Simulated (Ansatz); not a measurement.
Species: sum formula H₂SiO (charge 0, singlet). SMILES: O=[SiH2]
Coordinates optimised at B3LYP-D3(BJ)/def2-TZVP (Ansatz, a program for electronic structure):
```
Si
O 1 1.5195
H 1 1.4808 2 124.04
H 1 1.4808 3 111.91 2 180.00
```
Charge 0, spin multiplicity 1.

Computed values are from Ansatz. Valence correlation only, unless marked. Open shells are spin-unrestricted. No spin-orbit coupling. No relativistic terms. Basis-set limits of correlation are two-point, X^-3; Hartree-Fock from the larger set.

Task: What is the vertical triplet-singlet gap at CCSD(T)/CBS(def2-TZVPPD,def2-QZVPPD)?

Result: 4.05 eV.

Task: What is the vertical electron affinity (to the doublet; negative means unbound) at CCSD(T)/CBS(def2-TZVPPD,def2-QZVPPD)?

Result: 0.25 eV.

Task: What is the vertical ionisation energy (to the doublet) at CCSD(T)/CBS(def2-TZVPPD,def2-QZVPPD)?

Result: 10.98 eV.

Task: What is the atomisation energy De at CCSD(T)/CBS(aug-cc-pV(T+d)Z,aug-cc-pV(Q+d)Z)?

Result: 1277.5 kJ/mol.

Task: What is the total energy at CCSD(T)/CBS(aug-cc-pV(T+d)Z,aug-cc-pV(Q+d)Z)?

Result: -365.4298 Eh.
